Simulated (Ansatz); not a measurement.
Reaction (ligand exchange at the Si–C bond): `[SiH3]CO[SiH2]Cl` + `[OH][InH][Br]` → `[SiH3][O][InH][Br]` + `CO[SiH2]Cl`

Isolated molecules relaxed with PBE0-D4/def2-TZVP in Ansatz; ΔE leaves out vibrations. CBS: MP2 limit from def2 TZ/QZ plus the TZ coupled-cluster correction, frozen cores. Functionals use def2-TZVPP. Elements past krypton have def2 core potentials. For Br, In outer-core shells are correlated without core-valence functions, which leaves a few kJ/mol of doubt a bond. Scalar relativity is left out up to krypton. Each species was taken in one conformer, which may not be the lowest.

Problem. Is it downhill or uphill in electronic energy at CCSD(T)/CBS, and by how much? (Best estimate.)

Solution. Computed: Downhill: ΔE = -126.5 kJ/mol.

Problem. What do these levels give: PBE-D4, r2SCAN-D4, PBE0-D4, B2PLYP, PBE, r2SCAN, HF/def2-TZVPP, MP2/def2-TZVPP, CCSD/def2-TZVPP, CCSD(T)/def2-TZVPP, MP2/def2-QZVPP, HF/CBS(def2)? (Best estimate.)

Solution. Computed: PBE-D4 -107.9, r2SCAN-D4 -123.2, PBE0-D4 -116.7, B2PLYP -127.9, PBE -108.0, r2SCAN -123.5, HF/def2-TZVPP -149.2, MP2/def2-TZVPP -130.2, CCSD/def2-TZVPP -130.1, CCSD(T)/def2-TZVPP -127.2, MP2/def2-QZVPP -130.4, HF/CBS(def2) -150.8 kJ/mol.

Largest T1 diagnostic among the species: 0.014.

From PBE to PBE0 (25 % exact exchange), in def2-TZVPP and without D4, ΔE moves by −8.7 kJ/mol. In def2-TZVPP, CCSD(T) changes the Hartree–Fock value by +22.0 kJ/mol (the triples alone add +2.9 kJ/mol) and MP2 by +18.9 kJ/mol.
